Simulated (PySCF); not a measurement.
# Electron correlation in Si²⁺ (silicon, charge +2)

[Ne] 3s2, closed-shell 1S. Computed with PySCF 2.14 in x2c-TZVPPall (5s5p3d1f, 42 functions), with scalar relativity by spin-free X2C-1e. Frozen: [Ne]; 2 electrons correlated.

With two correlated electrons CCSD is exact within the correlated space (frozen core and kept virtual orbitals).

```csv
level,correlation energy (mhartree)
CCSD,-44.45
```

Diagnostics: T1 = 0.0059, D1 = 0.0084, largest double amplitude 0.115.

Problem. Is a single reference adequate?

Solution. Mostly. T1 lies below 0.03, but a double amplitude of this size points to a near-degeneracy that CCSD handles and MP2 describes poorly.
